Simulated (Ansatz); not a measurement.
Molecule: sum formula CrO₂H₂, charge 0, multiplicity 5. The spin state was set by rule; other spins were not relaxed. 
Coordinates optimised at B3LYP-D3(BJ)/def2-TZVP (Ansatz, a first-principles code):
```xyz
5

Cr     0.1395    -0.0061     0.1713
O      1.1856     0.1576    -1.2959
H      1.3759     0.9365    -1.8246
O     -1.5010    -0.2976     0.8766
H     -2.2019     0.3303     1.0686
```
Charge 0, spin multiplicity 5.

Dipole moments at this geometry, in debye (magnitudes).

```
level                 program  dipole (D)
--------------------  -------  ----------
SVWN5/def2-TZVPD       Ansatz        1.99
BLYP/def2-TZVPD        Ansatz        1.94
revPBE/def2-TZVPD      Ansatz        1.87
BHLYP/def2-TZVPD       Ansatz        2.43
r2SCANh/def2-TZVPD     Ansatz        2.04
r2SCAN0/def2-TZVPD     Ansatz        2.17
CAM-B3LYP/def2-TZVPD   Ansatz        2.24
wB97X-V/def2-TZVPD     Ansatz        2.22
CCSD(T)/def2-SVPD      Ansatz        2.26
```
